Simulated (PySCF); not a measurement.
**Dipole response of Sb²⁺ (antimony, charge +2)**

[Kr] 4d10 5s1 5p2, high-spin 4P determinant (an excited configuration). Computed with PySCF 2.14 in aug-cc-pVQZ-DK3, with the spin-free X2C one-electron Hamiltonian (Gaussian nucleus). Coupled (time-dependent) response in atomic units; α is the mean over directions.

| method | mean α (bohr³) | α xx, yy, zz | C₆ (like pair) | S(−4) |
| --- | --- | --- | --- | --- |
| PW91 | 15.03 | 15.19, 14.96, 14.96 | 89.98 | 67.53 |

S(−4) is the Cauchy moment in α(ω) = α(0) + S(−4) ω² + …

Spin-orbit coupling is absent.

α(iu) at PW91:

```tsv
u (hartree)	α(iu) (bohr³)
0	15.03
0.0500	14.87
0.100	14.39
0.200	12.79
0.300	10.86
0.500	7.563
0.750	5.041
1.00	3.639
1.50	2.244
2.00	1.571
3.00	0.9149
5.00	0.4198
```

For an ion, C₆ is the dispersion term alone; charge-induced terms of lower order in 1/R come first.

The components differ because the open shell of this determinant is not spherical; for a pure term their mean is the scalar polarisability.
